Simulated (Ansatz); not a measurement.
Start from `CO[CH2][ZnH]` and change one atom or group to get `COC[SiH2]F`.

Ansatz, PBE0-D4/def2-TZVP geometries, multiplicity 1. Each molecule was computed in one conformer, which needn't be the lowest.

Scalar relativity is left out up to krypton.

| property | `CO[CH2][ZnH]` |
| --- | --- |
| HOMO energy (PBE0/def2-TZVPP) / eV | -7.25 |
| HOMO–LUMO gap (B3LYP/def2-TZVPP) / eV | 6.33 |
| size of the dipole moment (B3LYP/def2-TZVPP) / D | 1.37 |
| size of the dipole moment (ωB97M-V/def2-TZVPP) / D | 1.34 |
| HOMO–LUMO gap (ωB97M-V/def2-TZVPP) / eV | 10.36 |
| LUMO energy (PBE0/def2-TZVPP) / eV | -0.45 |

Question: What does the change do to each property? (Best estimate.)

Answer: Computed: 
```json
{"property": "HOMO energy (PBE0/def2-TZVPP) / eV", "`COC[SiH2]F`": "-7.25", "shift": "0.00"}
{"property": "HOMO–LUMO gap (B3LYP/def2-TZVPP) / eV", "`COC[SiH2]F`": "7.07", "shift": "0.74"}
{"property": "size of the dipole moment (B3LYP/def2-TZVPP) / D", "`COC[SiH2]F`": "2.35", "shift": "0.98"}
{"property": "size of the dipole moment (ωB97M-V/def2-TZVPP) / D", "`COC[SiH2]F`": "2.33", "shift": "0.99"}
{"property": "HOMO–LUMO gap (ωB97M-V/def2-TZVPP) / eV", "`COC[SiH2]F`": "11.54", "shift": "1.18"}
{"property": "LUMO energy (PBE0/def2-TZVPP) / eV", "`COC[SiH2]F`": "0.29", "shift": "0.74"}
```

Dipoles are sizes alone; their direction can turn.

B3LYP here is the variant with VWN-RPA as its local correlation; programs differ in this.
